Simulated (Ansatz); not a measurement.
A set of 12 reactions (atomization), with CCSD(T)/CBS values in kJ/mol:

```
                                                                          reaction       ΔE
                                           `B[SiH](C)CC` → B• + 3 C• + 11 H• + Si•   5800.4
                                           `c1ccc2[nH]ncc2c1` → 7 C• + 6 H• + 2 N•   7226.4
                                          `B[S][ZnH]` → B• + 3 H• + S• + Zn (atom)   1629.7
                     `[CH3][In-]([SH2+])([Cl])[Cl]` → C• + 2 Cl• + 5 H• + In• + S•   3034.3
                               `C[O][Bi]([Cl])[Cl]` → Bi• + C• + 2 Cl• + 3 H• + O•   2584.3
                                `CO[SiH](C)[GeH3]` → 2 C• + Ge• + 10 H• + O• + Si•   5184.1
                                      `CC(C)P(C(C)C)C(C)(C)C` → 10 C• + 23 H• + P•  13354.6
                  `CC(C)[NH][Ge]([Cl])([Cl])[Cl]` → 3 C• + 3 Cl• + Ge• + 8 H• + N•   5842.2
                       `[F][Sn]([F])([F])[O][SiH3]` → 3 F• + 3 H• + O• + Si• + Sn•   3106.1
                                         `CSSB(O)O` → B• + C• + 5 H• + 2 O• + 2 S•   4291.7
                           `CC(C)(C)N[Si](F)(F)F` → 4 C• + 3 F• + 10 H• + N• + Si•   7904.9
`C[B-]1(Cl)OC(C(F)(F)F)=CC(C(F)(F)F)=[O+]1` → B• + 6 C• + Cl• + 6 F• + 4 H• + 2 O•   8916.4
```

Calculated with Ansatz (gas phase, PBE0-D4/def2-TZVP geometries, no zero-point term in ΔE). CBS: MP2 limit from def2 TZ/QZ plus the TZ coupled-cluster correction, frozen cores. This one scheme is used for every species, atoms too. For atomizations the MP2-based limit and the directly extrapolated one differ by several kJ/mol either way, and by 10 to 25 for some Ge, Se and Sn compounds, so smaller differences from it don't rank the levels. DFT in def2-TZVPP. B3LYP here is the variant with VWN-RPA as its local correlation; programs differ in this. Open shells (•) are unrestricted, without spin–orbit coupling. Spin–orbit coupling would lower the free atoms: a little for B, C, Cl, F, O, S, Si; clearly for Ge; strongly for Bi, In, Sn. Elements past krypton have def2 core potentials. Bonds to Bi, Ge, In, Sn, Zn are less sure, by a few kJ/mol each and by 10 to 20 or more in all where they break to atoms, as the def2 sets lack core-valence functions. Scalar relativity is left out up to krypton. Each species was taken in one conformer, which may not be the lowest.

Question: Give the mean, mean absolute and largest difference (level minus CCSD(T)/CBS, kJ/mol) for: PBE-D4, r2SCAN-D4, PBE0-D4, B3LYP-D4, ωB97X-V, PBE, r2SCAN, B3LYP, SCS-MP2/def2-TZVPP, CCSD(T)/def2-TZVPP, HF/def2-QZVPP, MP2/def2-QZVPP, SCS-MP2/def2-QZVPP, HF/CBS(def2). (Estimate.)

Answer: Computed: 
```
             level     mean  mean absolute  largest
            PBE-D4    136.3          139.6    484.0
         r2SCAN-D4     27.5           39.1    152.4
           PBE0-D4     27.4           63.0    197.6
          B3LYP-D4    -12.5           31.2    -87.8
           ωB97X-V     20.1           24.8     67.5
               PBE     95.6          110.3    419.5
            r2SCAN     16.6           34.9    134.1
             B3LYP    -77.5           77.6   -144.6
SCS-MP2/def2-TZVPP    -85.0           85.0   -203.1
CCSD(T)/def2-TZVPP   -149.7          149.7   -281.0
     HF/def2-QZVPP  -1561.6         1561.6  -3320.2
    MP2/def2-QZVPP     59.8           71.9    313.7
SCS-MP2/def2-QZVPP     13.7           24.2     72.9
      HF/CBS(def2)  -1560.3         1560.3  -3318.5
```

The largest T1 diagnostic in the set is 0.017, for Zn (atom) (customary mark 0.02).

CCSD(T)/CBS is a level of theory with its own doubt, and the functionals carry their triple-zeta basis error, so these figures describe this set and don't rank the functionals.
